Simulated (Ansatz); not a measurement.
Reaction (formal hydrolysis of a Ge–C bond): `[BH2][GeH2][CH]=O` + H₂O → `[BH2][GeH2][OH]` + `C=O`

Gas-phase electronic energies from Ansatz, PBE0-D4/def2-TZVP geometries. CCSD(T)/CBS is the MP2 limit (def2-TZVPP, def2-QZVPP) plus CCSD(T) − MP2 in def2-TZVPP, frozen cores. This one scheme is used for every species. Functionals use def2-TZVPP. B3LYP here is the variant with VWN-RPA as its local correlation; programs differ in this. HSE06 is defined as in plane-wave codes. For Ge outer-core shells are correlated without core-valence functions, which leaves a few kJ/mol of doubt a bond. Scalar relativity is left out up to krypton. One conformer a species, not always the lowest.

(1) Is it downhill or uphill in electronic energy at CCSD(T)/CBS, and by how much? (Best estimate.)

(2) What do these levels give: PBE-D4, B97M-V, PBE0-D4, B3LYP-D4, HSE06-D4, revPBE, BLYP, HSE06, HF/def2-SVP, CCSD(T)/def2-SVP, HF/CBS(def2), MP2/CBS(def2)? (An estimate is asked.)

Largest T1 diagnostic among the species: 0.016.

## Answers

(1) Computed: Downhill: ΔE = -37.7 kJ/mol.

(2) The calculation gave: PBE-D4 -22.5, B97M-V -42.9, PBE0-D4 -32.0, B3LYP-D4 -37.7, HSE06-D4 -31.6, revPBE -26.0, BLYP -34.1, HSE06 -33.4, HF/def2-SVP -64.4, CCSD(T)/def2-SVP -51.8, HF/CBS(def2) -65.2, MP2/CBS(def2) -40.1 kJ/mol.

From r2SCAN to r2SCAN0 (25 % exact exchange), in def2-TZVPP and without D4, ΔE moves by −5.7 kJ/mol. In def2-TZVPP, CCSD(T) changes the Hartree–Fock value by +22.9 kJ/mol (the triples alone add +3.6 kJ/mol) and MP2 by +20.6 kJ/mol.
